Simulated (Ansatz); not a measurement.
Consider the homolysis of the S–Si bond: `N[SiH](O)S` → `[SH]`• + `N[SiH]O`•.

Gas-phase electronic energies from Ansatz, PBE0-D4/def2-TZVP geometries. CBS: MP2 limit from def2 TZ/QZ plus the TZ coupled-cluster correction, frozen cores. This one scheme is used for every species. Functionals use def2-TZVPP. B3LYP here is the variant with VWN-RPA as its local correlation; programs differ in this. No spin–orbit coupling; open shells (•) take unrestricted orbitals. Each species was taken in one conformer, which may not be the lowest.

`N[SiH](O)S`:

Z-matrix (Å, degrees):
```
Si
O 1 1.644
S 1 2.137 2 105.1
N 1 1.696 2 112.5 3 -119.7
H 1 1.483 2 110.7 3 120.7
H 2 0.959 1 117.6 3 -57.1
H 3 1.344 1 94.0 2 174.4
H 4 1.007 1 120.6 2 -81.2
H 4 1.007 1 120.9 2 68.7
```

`[SH]`•:

```xyz
2

S     0.107   -0.246    0.617
H    -0.107    0.246   -0.617
```

`N[SiH]O`•:

```xyz
7

N     0.088   -1.005    0.334
Si   -0.687    0.378   -0.338
O     0.439    1.338   -1.067
H     0.544   -1.678   -0.263
H    -0.337   -1.461    1.128
H    -1.341    1.043    0.837
H     1.295    1.384   -0.632
```

Question: What is ΔE at CCSD(T)/CBS? (Estimate.)

Answer: Computed: +4.29 eV.

Question: What do these levels give: LDA (SPW92), r2SCAN-D4, CAM-B3LYP-D4, ωB97X-V, B2PLYP, BLYP, B3LYP, r2SCANh, CAM-B3LYP, HF/def2-SVP, MP2/def2-SVP, HF/def2-QZVPP? (Estimate.)

Answer: Computed: LDA (SPW92) 4.69, r2SCAN-D4 4.08, CAM-B3LYP-D4 4.07, ωB97X-V 4.27, B2PLYP 4.05, BLYP 3.77, B3LYP 3.90, r2SCANh 4.05, CAM-B3LYP 4.00, HF/def2-SVP 3.10, MP2/def2-SVP 4.04, HF/def2-QZVPP 3.08 eV.

Largest T1 diagnostic among the species: 0.014.

At CCSD(T), def2-SVP lies −0.38 eV from the extrapolated value and def2-TZVPP −0.16 eV: correlation converges slowly with the basis, and small sets miss more of it in the bonded molecule than in its fragments. From BLYP to BHLYP (50 % exact exchange), in def2-TZVPP and without D4, ΔE moves by +0.16 eV.
